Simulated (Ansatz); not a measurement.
Si50H52, a nanocrystal cut from cubic silicon. The state is a singlet with charge 0. Geometry PBE-D4/def2-SVP.

```xyz
102

Si   -1.699    5.593    0.487
Si   -4.634    2.572   -0.001
Si   -0.292    4.494   -2.894
Si   -2.929    1.755   -3.361
Si   -2.360    2.813    3.160
Si    1.921    4.575    0.264
Si    1.400    1.932    2.981
Si   -4.987    0.045    2.775
Si   -3.403   -0.900   -0.623
Si   -1.247   -0.814    2.533
Si   -3.920   -3.551    2.146
Si   -0.775    1.845   -0.182
Si    0.813    0.862   -3.546
Si    2.962    0.950   -0.411
Si    0.308   -1.808   -0.822
Si    3.394    3.791   -3.106
Si    4.579   -0.210   -3.809
Si   -2.546   -4.482   -1.238
Si   -1.850   -1.882   -3.998
Si    1.866   -2.790   -4.172
Si    0.888   -0.742    5.725
Si   -0.203   -4.458    1.885
Si    2.482   -1.716    2.341
Si    4.069   -2.670   -1.008
Si    1.574   -5.460   -1.451
Si   -2.022    5.111    2.773
Si   -4.505    2.302    2.335
Si   -0.226    4.096   -0.573
Si   -2.908    1.359   -1.041
Si   -2.443    4.028   -3.733
Si    1.304    3.127   -3.963
Si   -1.325    0.379   -4.405
Si   -0.739    1.452    2.131
Si    1.413    1.513    5.296
Si   -1.244   -1.219    4.849
Si    2.104    4.138    2.568
Si    3.492    3.205   -0.827
Si    2.974    0.546    1.913
Si   -3.390   -1.303    1.695
Si   -1.826   -2.286   -1.680
Si    0.345   -2.203    1.490
Si   -2.358   -4.936    1.067
Si    0.815    0.458   -1.233
Si    2.387   -0.533   -4.605
Si    4.565   -0.416   -1.464
Si    1.927   -3.168   -1.847
Si   -0.272   -3.301   -5.017
Si    2.486   -2.106    4.661
Si    1.265   -5.967    0.831
Si    4.208   -2.949    1.324
H    -3.034    5.595   -0.210
H    -1.115    6.979    0.349
H    -4.619    4.026   -0.395
H    -5.941    1.983   -0.481
H     0.058    5.943   -3.145
H    -4.304    1.418   -3.892
H    -2.342    2.549    4.649
H     2.225    6.027   -0.034
H    -6.358   -0.310    2.251
H    -4.961   -0.231    4.258
H    -4.774   -1.209   -1.183
H    -5.313   -3.835    1.637
H    -3.904   -3.782    3.637
H     3.486    5.296   -3.203
H     4.539    3.210   -3.893
H     5.155    1.107   -4.260
H     5.452   -1.309   -4.369
H    -4.006   -4.553   -1.621
H    -1.807   -5.498   -2.069
H    -3.238   -2.179   -4.522
H     2.907   -3.668   -4.830
H     0.906   -0.998    7.216
H    -0.190   -4.707    3.376
H     5.066   -3.560   -1.717
H     0.379   -5.946   -2.231
H     2.783   -6.201   -1.968
H    -3.245    5.852    3.263
H    -0.841    5.617    3.559
H    -5.512    3.207    3.010
H    -3.473    4.893   -3.048
H    -2.479    4.329   -5.211
H     1.251    3.359   -5.456
H    -1.317    0.642   -5.894
H     0.411    2.419    5.970
H     2.781    1.835    5.847
H    -2.286   -0.351    5.510
H    -1.603   -2.662    5.106
H     1.338    5.133    3.401
H     3.559    4.228    2.964
H     4.872    3.477   -0.272
H     4.349    0.857    2.462
H    -2.663   -6.394    1.327
H     2.325   -0.274   -6.094
H     5.924   -0.073   -0.896
H    -0.281   -3.094   -6.513
H    -0.618   -4.742   -4.737
H     3.861   -1.807    5.208
H     2.185   -3.562    4.920
H     2.604   -5.981    1.521
H     0.676   -7.353    0.951
H     5.518   -2.368    1.802
H     4.173   -4.400    1.730
```

Single mean-field runs in STO-3G, def2-SVP, def2-mTZVP are fitted with def2-universal-jkfit.

**Question.** Estimate the orbital energies around the gap (eV) in Ansatz with HF/STO-3G, PBE-D4/def2-SVP, r2SCAN-D4/def2-SVP, r2SCAN-D4/def2-mTZVP, PBE0-D4/def2-SVP.

**Answer.** 
| orbital | HF/STO-3G | PBE-D4/def2-SVP | r2SCAN-D4/def2-SVP | r2SCAN-D4/def2-mTZVP | PBE0-D4/def2-SVP |
| --- | --- | --- | --- | --- | --- |
| HOMO−5 | -6.00 | -6.13 | -6.40 | -6.40 | -7.07 |
| HOMO−4 | -6.00 | -6.10 | -6.37 | -6.37 | -7.03 |
| HOMO−3 | -5.91 | -6.04 | -6.31 | -6.32 | -6.98 |
| HOMO−2 | -5.85 | -6.03 | -6.29 | -6.29 | -6.95 |
| HOMO−1 | -5.57 | -5.83 | -6.07 | -6.08 | -6.73 |
| HOMO | -5.55 | -5.82 | -6.07 | -6.08 | -6.72 |
| LUMO | 7.52 | -2.62 | -2.58 | -2.58 | -2.04 |
| LUMO+1 | 7.77 | -2.57 | -2.52 | -2.53 | -1.98 |
| LUMO+2 | 7.88 | -2.55 | -2.51 | -2.52 | -1.96 |
| LUMO+3 | 7.93 | -2.51 | -2.45 | -2.47 | -1.91 |
| LUMO+4 | 8.02 | -2.50 | -2.45 | -2.46 | -1.91 |
| LUMO+5 | 8.14 | -2.45 | -2.39 | -2.41 | -1.85 |
